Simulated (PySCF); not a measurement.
Ga(H)2(NCO) (CH2GaNO), SMILES O=C=[N][GaH2]. The structure is a stationary point at ωB97X-D3(BJ)/def2-SVP.

Computed equilibrium geometry at ωB97X-D3(BJ)/def2-SVP (PySCF confirms it by a frequency run) as Cartesian coordinates in Å, and its point group:
point group C2v.
```xyz
6

Ga     0.0000     0.0000    -1.1716
H      0.0000     1.4016    -1.8442
H      0.0000    -1.4016    -1.8442
N      0.0000     0.0000     0.6589
C      0.0000     0.0000     1.8582
O      0.0000     0.0000     3.0308
```
Charge 0, spin multiplicity 1.
